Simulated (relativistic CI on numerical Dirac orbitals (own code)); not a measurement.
Computed by Dirac equation for one electron, model QED (radiative potential, 1s self-energy scaled to tabulated hydrogen-like ionisation energies) (own radial code, finite nucleus).

Configurations in the expansion: 1s, 2s, 2p, 3s, 3p, 3d, 4s, 4p, 4d, 4f, 5s, 5p, 5d, 5f, 5g, 6s, 6p, 6d. Levels of other configurations are missing.

Outline of the computed level scheme of Be IV. Lowest level of each configuration: 1s ²S1/2 at 0.000 eV; 2p ²P°1/2 at 163.285 eV; 2s ²S1/2 at 163.285 eV; 3p ²P°1/2 at 193.527 eV; 3s ²S1/2 at 193.527 eV; 3d ²D3/2 at 193.530 eV; 4p ²P°1/2 at 204.111 eV; 4s ²S1/2 at 204.111 eV; 4d ²D3/2 at 204.113 eV.

Some strong electric-dipole decays among the lowest 14 levels: 2p ²P°1/2 → 1s ²S1/2 (1.6e+11 s⁻¹); 2p ²P°3/2 → 1s ²S1/2 (1.6e+11 s⁻¹); 3p ²P°3/2 → 1s ²S1/2 (4.3e+10 s⁻¹); 3p ²P°1/2 → 1s ²S1/2 (4.3e+10 s⁻¹); 4p ²P°3/2 → 1s ²S1/2 (1.7e+10 s⁻¹); 4p ²P°1/2 → 1s ²S1/2 (1.7e+10 s⁻¹); 3d ²D5/2 → 2p ²P°3/2 (1.7e+10 s⁻¹); 3d ²D3/2 → 2p ²P°1/2 (1.4e+10 s⁻¹).

Rates of lines that live on the mixing of spin multiplicities can be off by large factors.
